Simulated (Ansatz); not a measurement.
Start from `[F][Sn]([Cl])([Cl])[Cl]` and change one element to get `FC(Cl)(Cl)Cl`.

Ansatz, PBE0-D4/def2-TZVP geometries, multiplicity 1. 

Elements past krypton have def2 core potentials.

| property | `[F][Sn]([Cl])([Cl])[Cl]` |
| --- | --- |
| LUMO energy (B3LYP/def2-TZVPP) / eV | -3.51 |
| zero-point energy (PBE0-D4/def2-TZVP) / kJ/mol | 14.9 |
| HOMO–LUMO gap (B3LYP/def2-TZVPP) / eV | 6.13 |
| LUMO energy (PBE0/def2-TZVPP) / eV | -3.21 |
| HOMO–LUMO gap (PBE0/def2-TZVPP) / eV | 6.74 |
| HOMO–LUMO gap (PBE/def2-TZVPP) / eV | 4.35 |

Problem. Give the same properties after the change, and the shifts. (Estimate.)

Solution. Ansatz gave: 
```tsv
property	`FC(Cl)(Cl)Cl`	shift
LUMO energy (B3LYP/def2-TZVPP) / eV	-1.42	2.09
zero-point energy (PBE0-D4/def2-TZVP) / kJ/mol	29.9	15.0
HOMO–LUMO gap (B3LYP/def2-TZVPP) / eV	7.40	1.27
LUMO energy (PBE0/def2-TZVPP) / eV	-1.15	2.06
HOMO–LUMO gap (PBE0/def2-TZVPP) / eV	7.96	1.22
HOMO–LUMO gap (PBE/def2-TZVPP) / eV	5.41	1.06
```

With PBE0 the HOMO rises by 0.83 eV and the LUMO rises by 2.06 eV, so the gap widens by about 1.23 eV. PBE moves the HOMO by 0.82 eV and ωB97M-V by 0.84 eV.

B3LYP here is the variant with VWN-RPA as its local correlation; programs differ in this.
